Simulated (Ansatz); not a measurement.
Program: Ansatz. Geometries: PBE0-D4/def2-TZVP. ΔE: electronic, gas phase. CCSD(T)/CBS adds triple-zeta CCSD(T) − MP2 to the extrapolated MP2 energy (def2 sets, frozen cores). This one scheme is used for every species. DFT in def2-TZVPP. B3LYP here is the variant with VWN-RPA as its local correlation; programs differ in this. Elements past krypton have def2 core potentials. For Sn outer-core shells are correlated without core-valence functions, which leaves a few kJ/mol of doubt a bond. Each species was taken in one conformer, which may not be the lowest.

Reaction (substitution at a C–Sn bond): `C=[C]([AlH2])[SnH3]` + H₂S → `C=[C]([AlH2])S` + `[SnH4]`

```
             level  ΔE (kJ/mol)  difference from CCSD(T)/CBS
            PBE-D4          3.7                        -19.3
         r2SCAN-D4          5.3                        -17.7
           PBE0-D4          7.3                        -15.7
          B3LYP-D4          9.7                        -13.3
           ωB97X-V         11.9                        -11.1
           ωB97M-V         13.1                         -9.9
            B2PLYP         13.4                         -9.6
               PBE          2.5                        -20.5
            r2SCAN          4.9                        -18.1
              PBE0          6.0                        -17.0
             B3LYP          7.9                        -15.1
     HF/def2-TZVPP         16.7                         -6.3
    MP2/def2-TZVPP         22.6                         -0.4
SCS-MP2/def2-TZVPP         22.0                         -1.0
   CCSD/def2-TZVPP         21.7                         -1.3
CCSD(T)/def2-TZVPP         21.1                         -1.9
     HF/def2-QZVPP         17.2                         -5.8
    MP2/def2-QZVPP         23.9                          0.9
SCS-MP2/def2-QZVPP         23.1                          0.1
      HF/CBS(def2)         17.2                         -5.8
     MP2/CBS(def2)         24.6                          1.6
    CCSD/CBS(def2)         23.6                          0.6
       CCSD(T)/CBS         23.0                            0
```

Largest T1 diagnostic among the species: 0.013.

From PBE to PBE0 (25 % exact exchange), in def2-TZVPP and without D4, ΔE moves by +3.5 kJ/mol. In def2-TZVPP, CCSD(T) changes the Hartree–Fock value by +4.3 kJ/mol (the triples alone add −0.6 kJ/mol) and MP2 by +5.9 kJ/mol.
